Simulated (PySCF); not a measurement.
# Diatomic cations of Li with the alkali metals

r²SCAN with double-zeta basis sets in PySCF, for the lowest determinant that a PBE0 search found; no spin–orbit coupling. De refers to high-spin ground-configuration atoms (the charge goes to the atom of lower measured ionisation energy or higher electron affinity, which is not always the lowest computed limit). A positive dipole points towards Li; it is taken about the centre of mass and depends on that origin.

```tsv
M	basis	charged atom	state (unpaired electrons)	Re (Å)	ωe (cm⁻¹)	De (eV)	μ (D)
Li	aug-cc-pVDZ	Li+	doublet (σ ↑)	3.113	254	1.26	n/a
Na	aug-pcseg-1	Na+	doublet (σ ↑)	3.390	179	0.96	3.76
K	aug-pcseg-1	K+	doublet (σ ↑)	3.859	147	0.57	3.36
Rb	def2-SVPD	Rb+	doublet (σ ↑)	4.085	128	0.48	4.64
Cs	def2-SVP	Cs+	doublet (σ ↑)	4.312	118	0.39	4.65
```

The shortest bond is that of Li₂⁺ (3.113 Å), the longest that of CsLi⁺ (4.312 Å).

The rows differ in basis set, which adds steps of its own.

Down a group the atoms grow and get heavier, so bonds lengthen and wavenumbers fall; this series shows no clear exception.

Weak bonds: CsLi⁺, RbLi⁺. Basis-set superposition, not corrected here, can be much of De in a small basis, most of all at correlated wavefunction levels. Spin–orbit coupling is left out. For an ion De counts to the pair picked by the measured ionisation energies or electron affinities, which need not be the lowest pair at this level. States were picked by a PBE0 search and need not be the measured ground states.
